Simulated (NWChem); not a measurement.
System: SiHF, singlet; SMILES [SiH]F

The following NWChem deck was run.

```
start job
memory heap 200 mb stack 900 mb global 1100 mb
geometry units angstroms noautoz
  Si     0.100090     0.585904     0.000000
  H     -1.450034     0.804208     0.000000
  F      0.069099    -1.066693     0.000000
end
basis spherical
  * library 6-31+g*
end
dft
  xc r2scan
  iterations 150
  vectors input atomic output neutral.movecs
end
task dft energy
charge 1
dft
  odft
  mult 2
  vectors input atomic output cation.movecs
end
task dft energy
charge -1
dft
  odft
  mult 2
  vectors input atomic output anion.movecs
end
task dft energy
```

Parts of the log:

```
             Northwest Computational Chemistry Package (NWChem) 7.3.0
             --------------------------------------------------------

 CS  symmetry detected

                             Geometry "geometry" -> ""
                             -------------------------

 Output coordinates in angstroms (scale by  1.889725989 to convert to a.u.)

  No.       Tag          Charge          X              Y              Z
 ---- ---------------- ---------- -------------- -------------- --------------
    1 Si                  14.0000     0.09210610     0.60843311     0.00000000
    2 H                    1.0000    -1.45179867     0.86708176     0.00000000
    3 F                    9.0000     0.01803481    -1.04279393     0.00000000

 Effective nuclear repulsion energy (a.u.)      47.0480779791

      Symmetry information
      --------------------

 Group name             Cs
 Group number              2
 Group order               2
 No. of unique centers     3

                                 NWChem DFT Module
                                 -----------------

 Summary of "ao basis" -> "ao basis" (spherical)
 ------------------------------------------------------------------------------
       Tag                 Description            Shells   Functions and Types
 ---------------- ------------------------------  ------  ---------------------
 Si                         6-31+g*                 10       22   5s4p1d
 H                          6-31+g*                  2        2   2s
 F                          6-31+g*                  8       18   4s3p1d

      Symmetry analysis of basis
      --------------------------

        a'         31
        a"         11

            General Information
            -------------------
          SCF calculation type: DFT
          Wavefunction type:  closed shell.
          No. of atoms     :     3
          No. of electrons :    24
           Alpha electrons :    12
            Beta electrons :    12
          Charge           :     0
          Spin multiplicity:     1
          Use of symmetry is: on ; symmetry adaption is: on
          Maximum number of iterations: 150
          AO basis - number of functions:    42
                     number of shells:    20
          Convergence on energy requested:  1.00D-06
          Convergence on density requested:  1.00D-05
          Convergence on gradient requested:  5.00D-04

              XC Information
              --------------
                      r^2SCAN Method XC Functional
               r^2SCAN metaGGA Exchange Functional  1.000
                     r^2SCAN Correlation Potential  1.000

             Grid Information
             ----------------
          Grid used for XC integration:  medium
          Radial quadrature: Mura-Knowles
          Angular quadrature: Lebedev.
          Tag              B.-S. Rad. Rad. Pts. Rad. Cut. Ang. Pts.
          ---              ---------- --------- --------- ---------
          Si                  1.10       88           9.0       590
          H                   0.35       45           8.0       434
          F                   0.50       49           9.0       434
          Grid pruning is: on
          Number of quadrature shells:   182
          Spatial weights used:  Erf1

      Superposition of Atomic Density Guess
      -------------------------------------

 Sum of atomic energies:        -388.69426653

      Non-variational initial energy
      ------------------------------

 Total energy =    -388.713217
 1-e energy   =    -633.574819
 2-e energy   =     197.813524
 HOMO         =      -0.236901
 LUMO         =      -0.064193

      Symmetry analysis of molecular orbitals - initial
      -------------------------------------------------

  Numbering of irreducible representations:

     1 a'          2 a"

  Orbital symmetries:

     1 a'          2 a'          3 a'          4 a'          5 a'
     6 a"          7 a'          8 a'          9 a'         10 a"
    11 a'         12 a'         13 a"         14 a'         15 a'
    16 a'         17 a"         18 a'         19 a'         20 a'
    21 a"         22 a'

   convergence    iter        energy       DeltaE   RMS-Dens  Diis-err
 ---------------- ----- ----------------- --------- --------- ---------
 d= 0,ls=0.0,diis     1   -389.7844839156 -4.37D+02  2.96D-02  4.35D-01
 d= 0,ls=0.0,diis     2   -389.5135494118  2.71D-01  1.97D-02  3.39D+00
 d= 0,ls=0.0,diis     3   -389.8375736177 -3.24D-01  3.64D-03  4.68D-03
 d= 0,ls=0.0,diis     4   -389.8381253764 -5.52D-04  1.28D-03  1.19D-03
 d= 0,ls=0.0,diis     5   -389.8383276387 -2.02D-04  2.30D-04  1.80D-05
  Resetting Diis
 d= 0,ls=0.0,diis     6   -389.8383318972 -4.26D-06  4.53D-05  1.60D-06
 d= 0,ls=0.0,diis     7   -389.8383322256 -3.28D-07  4.19D-06  4.51D-09

         Total DFT energy =     -389.838332225591
      One electron energy =     -634.426073783911
           Coulomb energy =      229.158290943515
    Exchange-Corr. energy =      -31.618627364278
 Nuclear repulsion energy =       47.048077979083

 Numeric. integr. density =       24.000004062321

                  Occupations of the irreducible representations
                  ----------------------------------------------

                     irrep           alpha         beta
                     --------     --------     --------
                     a'               10.0         10.0
                     a"                2.0          2.0

                       DFT Final Molecular Orbital Analysis
                       ------------------------------------

 Vector   10  Occ=2.000000D+00  E=-4.050401D-01  Symmetry=a"
              MO Center=  2.2D-02, -9.4D-01,  3.8D-15, r^2= 6.5D-01
   Bfn.  Coefficient  Atom+Function         Bfn.  Coefficient  Atom+Function
  ----- ------------  ---------------      ----- ------------  ---------------
    29      0.628367  3 F  pz                33      0.413523  3 F  pz
     9      0.151999  1 Si pz                37      0.085662  3 F  pz
     5     -0.061794  1 Si pz                19     -0.051859  1 Si d -1
    39      0.026107  3 F  d -1

 Vector   11  Occ=2.000000D+00  E=-3.761623D-01  Symmetry=a'
              MO Center= -2.0D-01, -4.9D-02, -9.8D-15, r^2= 2.2D+00
   Bfn.  Coefficient  Atom+Function         Bfn.  Coefficient  Atom+Function
  ----- ------------  ---------------      ----- ------------  ---------------
    27      0.355479  3 F  px                28     -0.338921  3 F  py
     6      0.305997  1 Si s                 31      0.235998  3 F  px
     8      0.223656  1 Si py                10      0.221124  1 Si s
    32     -0.209250  3 F  py                24      0.166339  2 H  s
    23      0.162913  2 H  s                  2     -0.144311  1 Si s

 Vector   12  Occ=2.000000D+00  E=-2.280795D-01  Symmetry=a'
              MO Center=  6.0D-02,  7.4D-01,  8.7D-16, r^2= 2.5D+00
   Bfn.  Coefficient  Atom+Function         Bfn.  Coefficient  Atom+Function
  ----- ------------  ---------------      ----- ------------  ---------------
    10      0.474453  1 Si s                  7      0.401586  1 Si px
    24     -0.363186  2 H  s                  6      0.332118  1 Si s
    23     -0.219053  2 H  s                 27     -0.199790  3 F  px
     3     -0.153972  1 Si px                 2     -0.152886  1 Si s
     8      0.149465  1 Si py                31     -0.139511  3 F  px

 Vector   13  Occ=0.000000D+00  E=-1.311153D-01  Symmetry=a"
              MO Center=  8.7D-02,  6.4D-01,  4.9D-15, r^2= 2.5D+00
   Bfn.  Coefficient  Atom+Function         Bfn.  Coefficient  Atom+Function
  ----- ------------  ---------------      ----- ------------  ---------------
     9      0.651987  1 Si pz                13      0.490405  1 Si pz
     5     -0.229239  1 Si pz                29     -0.204792  3 F  pz
    33     -0.143127  3 F  pz                37     -0.122924  3 F  pz
    17      0.046986  1 Si pz                19      0.034577  1 Si d -1

 Vector   14  Occ=0.000000D+00  E=-2.572077D-02  Symmetry=a'
              MO Center=  1.8D-01,  5.8D-01, -6.3D-16, r^2= 4.3D+00
   Bfn.  Coefficient  Atom+Function         Bfn.  Coefficient  Atom+Function
  ----- ------------  ---------------      ----- ------------  ---------------
    12      0.890927  1 Si py                34      0.748138  3 F  s
     8      0.478548  1 Si py                10     -0.439321  1 Si s
    14     -0.293940  1 Si s                 16      0.225141  1 Si py
    30      0.209437  3 F  s                 24     -0.204970  2 H  s
    11     -0.201594  1 Si px                36      0.172306  3 F  py

 Vector   15  Occ=0.000000D+00  E= 3.582922D-02  Symmetry=a'
              MO Center= -5.6D-01,  1.3D+00, -1.9D-15, r^2= 7.9D+00
   Bfn.  Coefficient  Atom+Function         Bfn.  Coefficient  Atom+Function
  ----- ------------  ---------------      ----- ------------  ---------------
    10      1.620582  1 Si s                 14     -1.554567  1 Si s
    11     -0.592012  1 Si px                24     -0.581960  2 H  s
     6      0.350925  1 Si s                 15      0.333881  1 Si px
     7     -0.297116  1 Si px                34     -0.294968  3 F  s
    12     -0.257851  1 Si py                36     -0.214653  3 F  py

     Multipole analysis of the density
     ---------------------------------

     L   x y z        total         alpha         beta         nuclear
     -   - - -        -----         -----         ----         -------
     0   0 0 0     -0.000000    -12.000000    -12.000000     24.000000

     1   1 0 0     -0.081804     -0.040902     -0.040902     -0.000000
     1   0 1 0      0.468525      0.234263      0.234263      0.000000
     1   0 0 1     -0.000000     -0.000000     -0.000000      0.000000

[...]
```

Level: r2SCAN/6-31+G* (spherical d), vertical spin-unrestricted ions. Low-valent species are run as closed-shell singlets; no triplet was tried in these runs. All runs use the structure optimised with PBE-D3(BJ)/def2-SVP.
